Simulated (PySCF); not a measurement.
Fe(Cp)2, C10H10Fe (cation, charge +1), doublet (GFN2-xTB optimised geometry):

```
21

Fe    -0.003     0.079     0.000
C      1.000     0.420     1.924
C      1.000     1.629     1.189
C      1.737     1.419     0.000
C      2.193     0.079     0.000
C      1.738    -0.538     1.189
H      0.589     0.280     2.909
H      0.588     2.568     1.519
H      1.984     2.169    -0.731
H      2.846    -0.366    -0.731
H      1.984    -1.533     1.519
C     -1.674    -1.344    -0.073
C     -0.966    -1.409    -1.297
C     -1.050    -0.141    -1.918
C     -1.810     0.708    -1.079
C     -2.196    -0.036     0.061
H     -1.859    -2.169     0.593
H     -0.520    -2.292    -1.722
H     -0.678     0.108    -2.898
H     -2.116     1.714    -1.310
H     -2.846     0.307     0.848
```

Level of theory: unrestricted PBE0/def2-SVP (PySCF).

Problem. What are the frontier orbital energies (α orbitals alone; a β orbital can be the lowest empty one)?

Solution. HOMO-2 -12.82 eV, HOMO-1 -11.81 eV, HOMO -11.81 eV, LUMO -7.04 eV, LUMO+1 -7.04 eV.

On the same geometry unrestricted PBE/def2-SVP run with PySCF gives HOMO-2 -10.96 eV, HOMO-1 -10.34 eV, HOMO -10.33 eV, LUMO -7.84 eV, LUMO+1 -7.84 eV.

Meta-Löwdin charges at PBE0/def2-SVP: Fe1 0.99, C2 -0.15, C3 -0.15, C4 -0.15, C5 -0.15, C6 -0.15, H7 0.15, H8 0.15, H9 0.15, H10 0.15, H11 0.15, C12 -0.15, C13 -0.15, C14 -0.16, C15 -0.15, C16 -0.15, H17 0.15, H18 0.15, H19 0.15, H20 0.15, H21 0.15.
